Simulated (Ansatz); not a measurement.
One change: `C[SiH](Cl)CCl` becomes `C[SiH](Cl)[SiH2]O`.

Ansatz, PBE0-D4/def2-TZVP geometries, multiplicity 1. Each molecule was computed in one conformer, which needn't be the lowest.

```csv
property,`C[SiH](Cl)CCl`
HOMO energy (B3LYP/def2-TZVPP) / eV,-7.94
HOMO energy (PBE/def2-TZVPP) / eV,-6.84
HOMO–LUMO gap (PBE/def2-TZVPP) / eV,5.94
HOMO energy (PBE0/def2-TZVPP) / eV,-8.18
HOMO–LUMO gap (B3LYP/def2-TZVPP) / eV,7.86
LUMO energy (ωB97M-V/def2-TZVPP) / eV,2.14
```

(1) Give the same properties after the change, and the shifts. (Best estimate.)

## Answers

(1) The calculation gave: 
```
                             property  `C[SiH](Cl)[SiH2]O`  shift
  HOMO energy (B3LYP/def2-TZVPP) / eV                -7.51   0.43
    HOMO energy (PBE/def2-TZVPP) / eV                -6.48   0.36
  HOMO–LUMO gap (PBE/def2-TZVPP) / eV                 4.91  -1.03
   HOMO energy (PBE0/def2-TZVPP) / eV                -7.70   0.48
HOMO–LUMO gap (B3LYP/def2-TZVPP) / eV                 6.61  -1.25
LUMO energy (ωB97M-V/def2-TZVPP) / eV                 1.04  -1.10
```

With PBE0 the HOMO rises by 0.48 eV and the LUMO falls by 0.87 eV, so the gap narrows by about 1.35 eV. PBE moves the HOMO by 0.36 eV and ωB97M-V by 0.66 eV.

B3LYP here is the variant with VWN-RPA as its local correlation; programs differ in this.
